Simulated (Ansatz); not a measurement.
Cost and result up the ladder for Sn(SiH3)4 (Si4SnH12) (17 atoms). The state is a singlet with charge 0. Geometry: B3LYP-D4/def2-SVP.

```xyz
17

Sn   -0.007   -0.004   -0.005
Si    1.135    1.915   -1.310
H     2.343    2.392   -0.573
H     0.192    3.061   -1.474
H     1.556    1.444   -2.664
Si    1.590   -2.035    0.115
H     2.818   -1.675    0.885
H     1.995   -2.461   -1.258
H     0.921   -3.184    0.794
Si   -2.196   -0.680   -1.205
H    -1.902   -1.154   -2.590
H    -3.120    0.491   -1.287
H    -2.879   -1.777   -0.458
Si   -0.535    0.796    2.397
H     0.733    1.123    3.115
H    -1.252   -0.271    3.156
H    -1.393    2.018    2.363
```

Ansatz; hardware A = 2 threads of AMD EPYC 7R13 on a shared host; B = 2 threads of AMD EPYC 7R13 on a shared host and a share (18 GiB) of an NVIDIA H100 80GB HBM3. Times are rough, and most runs start from the orbitals of an earlier one. ωB97X-V/def2-TZVP serves as the yardstick here, not as an exact answer. Differences are given only for rows in sets of like size (and for xTB, whose basis is part of the method), since another set adds its own error. Binding counts from free atoms at the same level (Sn triplet, Si triplet, H doublet; other spins of the atoms weren't run), without zero-point energy or a counterpoise term.

In the def2 sets Sn takes a core potential, while STO-3G treats all electrons; there is no spin–orbit coupling. Correlated methods freeze 24 core orbitals; core or outer-core shells of Sn are correlated, in sets that lack core-valence functions. The rows differ in basis, and correlated rows in double-zeta sets carry the largest basis error.

Correlated methods converge slowly with the basis, most of all in double-zeta sets.

| level | functions | wall time |
| --- | --- | --- |
| HF/STO-3G [A] | 75 | 0.85 s |
| PBE0-D4/def2-TZVPD [B] | 336 | 2.3 s |
| PBE-D4/def2-TZVPD [B] | 336 | 2.3 s |
| PBE-D4/def2-SVP [A] | 158 | 2.4 s |
| CCSD(T)/def2-SVP [B] | 158 | 2.7 s |
| PBE0-D4/def2-SVP [A] | 158 | 4.1 s |
| PBE-D4/def2-TZVP [A] | 270 | 4.9 s |
| PBE0-D4/def2-TZVP [A] | 270 | 9.5 s |
| MP2/def2-TZVP [A] | 270 | 9.5 s |
| r2SCAN-D4/def2-TZVP (with forces) [A] | 270 | 11 s |
| ωB97X-V/def2-TZVP [A] | 270 | 21 s |

Q: Estimate what each level gives for the binding energy per atom (eV).

A: 
| level | binding energy per atom (eV) | difference from ωB97X-V/def2-TZVP (eV) |
| --- | --- | --- |
| HF/STO-3G [A] | 3.39 | – |
| PBE0-D4/def2-TZVPD [B] | 2.85 | -0.08 |
| PBE-D4/def2-TZVPD [B] | 2.84 | -0.08 |
| PBE-D4/def2-SVP [A] | 2.83 | – |
| CCSD(T)/def2-SVP [B] | 2.70 | – |
| PBE0-D4/def2-SVP [A] | 2.84 | – |
| PBE-D4/def2-TZVP [A] | 2.84 | -0.09 |
| PBE0-D4/def2-TZVP [A] | 2.85 | -0.08 |
| MP2/def2-TZVP [A] | 2.72 | -0.20 |
| r2SCAN-D4/def2-TZVP (with forces) [A] | 2.88 | -0.04 |
| ωB97X-V/def2-TZVP [A] | 2.93 | 0.00 |
